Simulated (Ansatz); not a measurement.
Molecule: GeF$_{2}$, charge 0, multiplicity 1. SMILES: [F][Ge][F]

Atoms: Ge1, F2, F3. Bonds: Ge1-F2, Ge1-F3.

Bond lengths (Å) and angles (degrees) optimised at HF/STO-3G with Ansatz (a first-principles code); HF/3-21G with Ansatz; B3LYP/6-31G* with LANL2DZ past Ar with Ansatz; MP2/6-31G* with LANL2DZ past Ar with Ansatz, each started from the B3LYP-D3(BJ)/def2-TZVP structure (Ansatz) of the last column. A row stands for all coordinates that are equal there. 6-31G* holds six Cartesian d functions. No wavenumbers were computed at HF/STO-3G, MP2/6-31G* with LANL2DZ past Ar, so these may be saddle points.

```tsv
coordinate	HF/STO-3G	HF/3-21G	B3LYP/6-31G* with LANL2DZ past Ar	MP2/6-31G* with LANL2DZ past Ar	B3LYP-D3(BJ)/def2-TZVP
Ge1-F2	1.649	1.694	1.727	1.720	1.758
F2-Ge1-F3	92.0	95.4	97.0	97.0	97.4
```

Mean signed difference of all 2 bond lengths from B3LYP-D3(BJ)/def2-TZVP: HF/STO-3G -0.109 Å, HF/3-21G -0.065 Å, B3LYP/6-31G* with LANL2DZ past Ar -0.032 Å, MP2/6-31G* with LANL2DZ past Ar -0.038 Å.
